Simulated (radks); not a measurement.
Valence configurations of Tc II (all share [Kr]). All-electron calculation, Dirac Kohn-Sham, PBE, spin-unpolarised, spherical densities, point nucleus; open shells fill j = l - 1/2 first. Program: a radial shooting solver on a logarithmic mesh with Libxc functionals. Energies are relative to 4d5 5s1; eigenvalues in eV.

valence	E (eV)	e(4d3/2)	e(4d5/2)	e(5p1/2)	e(5s1/2)
4d6	-1.829	-11.592	-11.323	-	-
4d5 5s1	0.000	-14.197	-13.903	-	-11.370
4d5 5s0.5 5p0.5	2.193	-14.752	-14.455	-7.322	-11.733
4d4 5s2	3.305	-17.061	-	-	-12.629
4d5 5p1	4.411	-15.292	-14.993	-7.623	-
4d4 5s1.5 5p0.5	5.690	-17.599	-	-8.177	-12.971
4d4 5s1 5p1	8.099	-18.123	-	-8.459	-13.300
4d4 5s0.5 5p1.5	10.531	-18.635	-	-8.732	-13.618
4d3 5s1 5p2	19.094	-22.156	-	-9.803	-15.122

NIST lists [Kr] 4d5 5s1 as the ground configuration; this level of theory puts 4d6 lower, by 1.829 eV. The energies are those of spherical spin-averaged densities, not of single terms.
